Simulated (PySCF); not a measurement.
SMILES O[Si]([SeH])(F)F, PBE0/def2-SVP optimised geometry.

```
7

O     -1.17    -1.39     1.38
Si    -0.56    -0.76     0.00
F      1.04    -0.76     0.00
F     -1.04     0.76     0.00
Se    -1.14    -1.86    -1.88
H     -1.14    -2.35     1.48
H     -2.57    -1.71    -1.58
```

Density from PySCF 2.14.0 with PBE0/def2-TZVP at that geometry.

Minimum of the electron density along straight lines between bonded atoms, close to the bond critical point (lines longer than 1.1 times the sum of covalent radii, or with two minima, are not listed):

| bond | length / Å | ρ at the minimum / e bohr⁻³ | ∇²ρ there / e bohr⁻⁵ | position (fraction from the first atom) |
|---|---|---|---|---|
| O1–Si2 | 1.633 | 0.146 | … | 0.59 |
| Si2–F3 | 1.607 | 0.138 | 0.96 | 0.42 |
| Si2–F4 | 1.602 | 0.140 | 0.98 | 0.42 |
| Si2–Se5 | 2.248 | 0.100 | -0.02 | 0.35 |
| O1–H6 | 0.962 | 0.353 | -2.43 | 0.81 |
| Se5–H7 | 1.472 | … | … | 0.63 |

### Question
Fill in the missing entries.

### Answer

- O1–Si2, ∇²ρ there / e bohr⁻⁵: 0.86
- Se5–H7, ρ at the minimum / e bohr⁻³: 0.174
- Se5–H7, ∇²ρ there / e bohr⁻⁵: -0.31
